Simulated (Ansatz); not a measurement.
A structure relaxed at PBE0-D4/def2-SVP in Ansatz, charge 1, doublet:

Cartesian coordinates in Å:
```
Mg -2.031 1.492 0.478
Mg 0.574 -0.469 0.112
Mg 4.117 -2.891 -1.649
Cl 0.381 1.820 0.416
Cl 2.423 -1.854 -0.199
Cl -1.703 -0.895 0.128
Cl -3.762 2.797 0.714
```

(1) Give its formula and point group.

(2) Summarise the bond lengths by kind (pairs closer than 1.2 times the sum of covalent radii, bridged metal pairs left out).

Answers

(1) Mg3Cl4⁺. Point group Cs (tolerance 0.1 Å).

(2) 7 × Cl–Mg 2.18 to 2.46 Å.

Another isomer (doublet) lies 0.31 eV lower at PBE0-D4/def2-TZVP; other spin states weren't run for this one.
